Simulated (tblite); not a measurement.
Problem. What does the GFN2-xTB structure of `CC(=S)[C@@H]1C[C@@H]1O[SiH3]` look like in three dimensions?

Solution. 
```xyz
18
C5H10OSSi angstrom
C     -1.7551   -0.8497   -0.3722
C     -1.0433   -0.7315    0.9287
S     -1.0783   -1.9480    2.0195
C     -0.3026    0.4828    1.2459
C     -0.4988    1.7889    0.5034
C      0.7655    1.0400    0.2939
O      1.0040    0.4492   -0.9143
Si     2.0096   -0.7863   -1.2784
H     -2.1200   -1.8645   -0.5078
H     -1.0968   -0.5817   -1.1974
H     -2.6083   -0.1689   -0.3865
H     -0.0339    0.5527    2.2939
H     -0.4755    2.7000    1.0806
H     -1.2038    1.7936   -0.3123
H      1.6673    1.3949    0.7849
H      3.3827   -0.4383   -0.9097
H      1.7666   -0.8241   -2.7112
H      1.6121   -2.0029   -0.5726
```

Any rigid rotation of these coordinates is as good. Atoms count from 1 in this order. Si8 (oxygen-bound silicon) is distorted tetrahedral (angles from 97.8° to 114.3°). The C–C distances run from 1.457 Å (C2–C4, drawn single) to 1.535 Å (C4–C6, drawn single), a spread of 0.078 Å. The 3-membered ring C4–C5–C6 has internal angles of 58.2° to 61.6°. Of the pairs four or more bonds apart, O7···H10 is among the closest relative to their van der Waals radii: 2.36 Å, 87 % of the sum of Bondi's values.

Bonds between heavy atoms (Å): C1–C2 1.488, C2=S3 1.634, C2–C4 1.457, C4–C5 1.515, C5–C6 1.484, C6–O7 1.366, O7–Si8 1.634, C4–C6 1.535.

Structure optimised with GFN2-xTB, isolated species.

Point group: C1 (no symmetry element, even within 0.4 Å). Its GFN2-xTB frequencies are all real (lowest 45 cm⁻¹). The numbers are those of one conformer (C1–C2–C4–C5 17°, C5–C6–O7–Si8 -158°).

All values are computed, not measured.
